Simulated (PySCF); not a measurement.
# Argon: a sound run and one with changed settings

Sound run: Ar⁺ [Ne] 3s2 3p5, Ar²⁺ [Ne] 3s2 3p4. All numbers are calculated (PySCF 2.14, no relativity, point nucleus, in aug-cc-pV(D+d)Z). In the sound run the correlated levels freeze [Ne]. The sound run starts from symmetry-adapted Hartree-Fock orbitals and uses a fine grid where one is needed.

Changed run: initial guess minao, at most 50 SCF cycles, level shift 0.1 hartree.

```csv
species,method,sound run (hartree),changed run (hartree),converged
Ar⁺,UHF,-526.26171,-526.26171,yes
Ar⁺,B3LYP,-526.96254,-526.96254,yes
Ar⁺,LDA,-525.32607,-525.32607,yes
Ar⁺,MP2,-526.38484,-526.37723,yes
Ar⁺,CCSD(T),-526.40695,-526.40695,yes
Ar²⁺,UHF,-525.29165,-525.29165,yes
Ar²⁺,B3LYP,-525.94303,-525.94303,yes
Ar²⁺,LDA,-524.30277,-524.30277,yes
Ar²⁺,MP2,-525.38741,-525.38154,yes
Ar²⁺,CCSD(T),-525.41144,-525.41144,yes
```

Ionisation energy of Ar⁺:

```tsv
method	sound run (eV)	changed run (eV)
UHF	26.397	26.397
B3LYP	27.742	27.742
LDA	27.845	27.845
MP2	27.141	27.094
SCS-MP2	27.109	27.065
CCSD	27.074	27.074
CCSD(T)	27.089	27.089
```

A level shift leaves the converged SCF energy unchanged but raises the virtual orbital energies, which shrinks MP2 if it is not removed.

For comparison, NIST gives 27.630 eV between the lowest levels.
